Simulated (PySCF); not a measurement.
```xyz
3
charge 0 multiplicity 1, angstrom
La    0.0000    0.0000   -0.8757
O     0.0000    0.0000   -2.8009
Br    0.0000    0.0000    2.1091
```

Level of theory: PySCF, PBE0, basis La def2-TZVP with ECP46, O def2-TZVP, Br def2-TZVP (scalar-relativistic core potentials, no spin–orbit coupling, density fitting).

This geometry of LaOBr is a stationary point at this level.

(1) What is the point group?

(2) Is it a minimum?

(3) List the harmonic modes with their infrared intensities.

(4) What are the dipole moment and the gap between the highest occupied and lowest empty levels?

## Answers

(1) C∞v.

(2) No: it has 2 imaginary modes (one degenerate set), at 117i cm⁻¹ (π).

(3) 
```tsv
symmetry	ω (cm⁻¹)	IR (km/mol, summed over degenerate members)
π	117i	–
σ+	172	32.4
σ+	791	343
```

(4) 1.80 D and 4.35 eV.

Other isomers or separated fragments may lie lower. At this level a singlet minimum of Cs symmetry lies 52 kJ/mol below this structure.
